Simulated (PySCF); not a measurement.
## Dipole moment and polarisability of `C[C@@H]1CC=CC(=O)C1`

C7H10O.
Structure used (PBE0-D3(BJ)/def2-SVP), in Å, numbered top down from 1:
```
atom  x, y, z in Å
C1    -2.0787   -0.6411   -0.0676
C2    -0.5703   -0.4665   -0.1380
C3     0.0752   -0.4657    1.2465
C4     1.5338   -0.1400    1.2008
C5     2.1108    0.5009    0.1711
C6     1.3287    0.9879   -0.9842
O7     1.8570    1.5400   -1.9252
C8    -0.1715    0.7972   -0.8954
H9    -2.3509   -1.5647    0.4666
H10   -2.5495    0.2039    0.4612
H11   -2.5206   -0.6918   -1.0743
H12   -0.1458   -1.3265   -0.6888
H13   -0.4341    0.2739    1.8967
H14   -0.0752   -1.4385    1.7439
H15    2.1486   -0.4425    2.0559
H16    3.1827    0.7139    0.1482
H17   -0.5785    1.6852   -0.3739
H18   -0.5781    0.8184   -1.9173
```

Level: B3LYP/def2-SVPD (PySCF), static field, nuclei fixed, core orbitals frozen in the response. The polarisability tensor in these axes (au):

```
x    91.77   8.66  -4.07
y     8.66  73.46 -15.31
z    -4.07 -15.31  90.92
```

Give the principal values, the mean and the anisotropy Δα = √{½[(α1 − α2)² + (α2 − α3)² + (α1 − α3)²]}.

Principal values 63.45, 87.87 and 104.84 au; mean 85.39 au = 12.65 Å³ = 14.08 × 10⁻⁴⁰ C²·m²/J; Δα = 36.03 au (42 % of the mean).

What is the dipole moment, and where does it point?

(-1.91, -1.94, 3.11) D, 4.14 D in size, pointing from the negative to the positive side. Measured along this direction, the outermost atoms are O7 at the negative end and H9 at the positive end.

Find the Langevin capture rate constant for NO+ (29.998 u) meeting this molecule (110.073 u), k = 2.342 × 10⁻⁹ cm³/s × √(α in Å³ / reduced mass in u).

The reduced mass is 23.57 u, so k = 1.72 × 10⁻⁹ cm³/s. The formula leaves out the permanent dipole, which adds to the capture rate.

Molar refractivity from α?

Lorentz–Lorenz: R = (4π/3)N_A α = 2.5225 cm³/(mol·Å³) × 12.65 Å³ = 31.9 cm³/mol, in the limit of long wavelengths.

In a dilute gas of rigid molecules at 250 K, how does the orientational term μ²/3kT compare with the electronic polarisability?

In Gaussian units μ²/3kT = 165.38 Å³ against 12.65 Å³, a ratio of 13.07; the Debye molar polarisation (4π/3)N_A(α + μ²/3kT) is 449.1 cm³/mol, leaving out the vibrational part.

Rayleigh depolarisation ratio (linearly polarised light, static tensor)?

ρ = 3Δα²/(45ᾱ² + 4Δα²) = 3895.4/(328082 + 5193.8) = 0.0117.

One conformer (not necessarily the lowest) at the PBE0-D3(BJ)/def2-SVP geometry, without solvent, vibrations or thermal averaging.

These values come from a run that also computed excited states. On an Arm Neoverse V1 with one thread, shared host with 32 logical CPUs at a one-minute load of 26, this took 59 s wall and 1.0 GiB of memory at its peak.
